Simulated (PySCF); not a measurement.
Compound: C7H10N2.
Atom-mapped SMILES: `[CH:1]#[C:2][CH2:3][N:4]1[CH2:5][C@H:6]([CH3:7])[CH:8]=[N:9]1` (hydrogens: H10 on C1; H11, H12 on C3; H13, H14 on C5; H15 on C6; H16, H17, H18 on C7; H19 on C8)

All values: PBE0/pcSseg-1 and CAM-B3LYP/def2-SVPD (PySCF, non-relativistic), on one gas-phase PBE0-D3(BJ)/def2-SVP geometry that isn't relaxed in the solvent. The solvent is an IEF-PCM continuum (Bondi radii, 1.10 Å for H, scaled by 1.2). Only the electrostatic response of the medium enters.

Gas phase at PBE0/pcSseg-1: HOMO -6.12 eV, LUMO 0.08 eV, dipole 2.21 D.

Task: What does the continuum do to the energy, the frontier levels and the dipole at PBE0/pcSseg-1 in cyclohexane and chloroform?

Result: 
```tsv
solvent	ε	E(solvent) − E(gas) (kcal/mol)	polarisation term (kcal/mol)	distortion of the solute (kcal/mol)	HOMO (eV)	LUMO (eV)	dipole (D)
cyclohexane	2.017	-2.57	-2.71	0.14	-6.12	0.08	2.49
chloroform	4.711	-4.73	-5.23	0.50	-6.15	0.05	2.74
```

The first energy column is the sum of the next two and covers electrostatics alone. From cyclohexane to chloroform the lowering changes by a factor 1.84, Onsager's factor (ε − 1)/(2ε + 1) by 1.76 and ε itself by 2.3.

Task: Which radius a makes the point-dipole formula ΔE = −[(ε − 1)/(2ε + 1)]·μ²/a³ give the value in chloroform, with the gas-phase dipole?

Result: μ = 0.868 au and |ΔE| = 0.00754 Eh give a = 1.74 Å; the farthest nucleus lies 4.85 Å from the centroid of the nuclei, so such a sphere wouldn't even hold the nuclei. The formula assumes a rigid point dipole at the centre of a sphere.

Task: Which Hirshfeld charges (PBE0/pcSseg-1) respond most in chloroform (means over atoms taken as equivalent)?

Result: 
```
atoms                   environment  gas (e)  solvent (e)  change
   N9                  C=N nitrogen   -0.116       -0.139  -0.023
  H10               alkyne hydrogen   +0.095       +0.103  +0.008
   N4  nitrogen bonded to 2 C and N   -0.037       -0.046  -0.009
   C2                 alkyne carbon   -0.041       -0.049  -0.008
  H12            methylene hydrogen   +0.042       +0.048  +0.006
   C1        terminal alkyne carbon   -0.118       -0.124  -0.006
  H19      hydrogen on a C=N carbon   +0.056       +0.062  +0.006
  H14            methylene hydrogen   +0.029       +0.034  +0.005
  H15              methine hydrogen   +0.042       +0.046  +0.004
   C8                    C=N carbon   -0.004       -0.001  +0.003
   C6                 sp3 CH carbon   -0.027       -0.025  +0.002
   C3  sp3 carbon bound to nitrogen   -0.011       -0.014  -0.003
```

Task: How do the nuclear quadrupole coupling constants eQVzz/h respond in chloroform?

Result: 
```csv
nucleus,Q (barn),gas (MHz),solvent (MHz),η gas,η solvent
14N at N4,0.02044,-6.49,-6.47,0.24,0.26
14N at N9,0.02044,-5.83,-5.66,0.16,0.17
```

Gas phase at CAM-B3LYP/def2-SVPD: HOMO -7.47 eV, LUMO 1.04 eV, dipole 2.25 D.

Task: What does the continuum do to the energy, the frontier levels and the dipole at CAM-B3LYP/def2-SVPD in chloroform?

Result: 
```
   solvent      ε  E(solvent) − E(gas) (kcal/mol)  polarisation term (kcal/mol)  distortion of the solute (kcal/mol)  HOMO (eV)  LUMO (eV)  dipole (D)
chloroform  4.711                           -4.69                         -5.27                                 0.58      -7.48       1.07        2.86
```

Task: How does the static polarisability (CAM-B3LYP/def2-SVPD, frozen core, with the continuum's full static response) change?

Result: 
```csv
medium,isotropic (au),principal values (au),⟨r²⟩ of the electrons (bohr²)
gas,96.2,"73.6, 88.4, 126.6",1428.8
chloroform,118.1,"92.8, 110.3, 151.4",1427.7
```

The isotropic value in chloroform is 1.23 times the gas-phase one; no cavity-field correction is applied. ⟨r²⟩ is taken about the centre of nuclear charge.

Time: 28 s; peak memory 1.1 GiB. Hardware: one thread of an Arm Neoverse V2, no GPU, shared host with 32 logical CPUs at a one-minute load of 9.3. This is the whole shielding run at PBE0/pcSseg-1 in chloroform, SCF included.
